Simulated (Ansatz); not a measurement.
Spectroscopic constants of MnS, multiplicity 6 (the spin of the measured ground state). No spin–orbit coupling. Mn is treated without relativity. The T1 diagnostic near the minimum is 0.058, so single-reference values are doubtful.

D_e counts from the fitted minimum to each atom's lowest state at the same level, without counterpoise.

Programs: Ansatz (a quantum-chemistry and plane-wave program) with Gaussian orbitals. 

Question: Give the bond energy D_e at the level PBE0/def2-TZVPP.

Answer: 76.0 kcal/mol

Question: Give the bond energy D_e at the level B97M-V/def2-TZVPP.

Answer: 82.4 kcal/mol

Question: Give the bond energy D_e at the level wB97X-V/def2-TZVPP.

Answer: 71.3 kcal/mol

Doubts at one or more of the structures used: a spin-contaminated determinant (B97M-V/def2-TZVPP, PBE0/def2-TZVPP).
